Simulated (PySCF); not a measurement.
## Exercise with solution: chemical shift, span and skew from a shielding tensor

C2H8FNOSi, SMILES C[Si@@](N)(O)CF. Atoms are numbered in the order given.

```xyz
14

C      1.6511    -0.4745     0.7983
Si     0.2511     0.2882    -0.1703
N     -0.2574     1.6957     0.6932
O      0.6212     0.6930    -1.7505
C     -1.0936    -1.0209    -0.4063
F     -1.4488    -1.4942     0.8657
H      2.1687    -1.2401     0.1985
H      1.2519    -0.9731     1.6971
H      2.3988     0.2688     1.1187
H     -1.1223     2.1711     0.4525
H     -0.0911     1.7521     1.6931
H      1.1525     1.4916    -1.8537
H     -1.9994    -0.6215    -0.9000
H     -0.7479    -1.8780    -1.0143
```
Charge 0, spin multiplicity 1.

Geometry: r2SCAN-D4/def2-SVP. The structure was generated by enumeration; whether it is a known compound was not checked. The values are those of a single conformer.

GIAO shieldings from KT2/pcSseg-1 (PySCF), non-relativistic, no solvent. The symmetric part of the tensor of Si2 has the principal values 331.7, 372.9, 391.1 ppm. The same nucleus in TMS has σ = 361.9 ppm at this level (PySCF, at its B3LYP-D3(BJ)/def2-TZVP geometry).

Work out the isotropic shielding, the ²⁹Si shift against TMS, the span and the skew.


σ(iso) = (σ11 + σ22 + σ33)/3 = 365.2 ppm. δ = σ(ref) − σ(iso) = 361.9 − (365.2) = -3.3 ppm.
Span Ω = σ33 − σ11 = 59.4 ppm. Skew κ = 3(σ(iso) − σ22)/Ω = -0.39. Tumbling in solution averages the tensor to δ; in a static solid the shielding alone would spread this spin-1/2 line over Ω.
